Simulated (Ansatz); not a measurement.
The same path of CH7ClSSi2 (12 atoms, charge 0, multiplicity 1) was run 3 times with different band settings. The coordinate that changes most is the dihedral S2–C3–Si4–Cl5.

The calculation used RKS PBE/def2-SVP in Ansatz 0.2.0.

Relaxed end points:

```xyz
12
Properties=species:S:1:pos:R:3
Si -2.073 0.668 -0.131
S -1.083 -1.173 0.448
C 0.559 -1.073 -0.395
Si 1.862 -0.068 0.538
Cl 1.357 1.959 0.448
H -1.721 0.991 -1.559
H -1.778 1.854 0.741
H -3.536 0.338 -0.015
H 0.444 -0.712 -1.439
H 0.912 -2.126 -0.461
H 3.207 -0.226 -0.118
H 1.927 -0.487 1.976
```

```xyz
12
Properties=species:S:1:pos:R:3
Si -2.058 0.679 -0.454
S -1.141 -0.924 0.662
C 0.502 -1.047 -0.188
Si 1.814 0.089 0.575
Cl 2.188 -0.504 2.534
H -2.128 0.336 -1.920
H -1.323 1.987 -0.319
H -3.439 0.807 0.120
H 0.400 -0.858 -1.279
H 0.821 -2.104 -0.080
H 1.342 1.512 0.582
H 3.098 -0.027 -0.200
```

Common settings: spring 5.0 eV/Å²; optimiser quadratic models (default); force threshold 0.03 eV/Å; iteration limit 60; end points relaxed.

| run | movable images | climbing image | start path |
| --- | --- | --- | --- |
| 1 | 7 | yes | through a guess of the saddle point |
| 2 | 7 | yes | straight line |
| 3 | 8 | no | through a guess of the saddle point |

**Question.** What does each run give, and how far can it be trusted?

**Answer.** Run 1: converged after 14 iterations, highest image 0.130 eV above the first end. A vibrational analysis at the climbing image gives one clearly imaginary mode, 80i cm⁻¹: a first-order saddle point.
Run 2: converged after 11 iterations, highest image 0.130 eV above the first end. Another band between the same ends (7 images) ends at a top of the same energy, where a vibrational analysis finds 1 clearly imaginary mode.
Run 3: converged after 14 iterations, highest image 0.125 eV above the first end. No image climbed, so the highest image needn't sit at the top of the path.
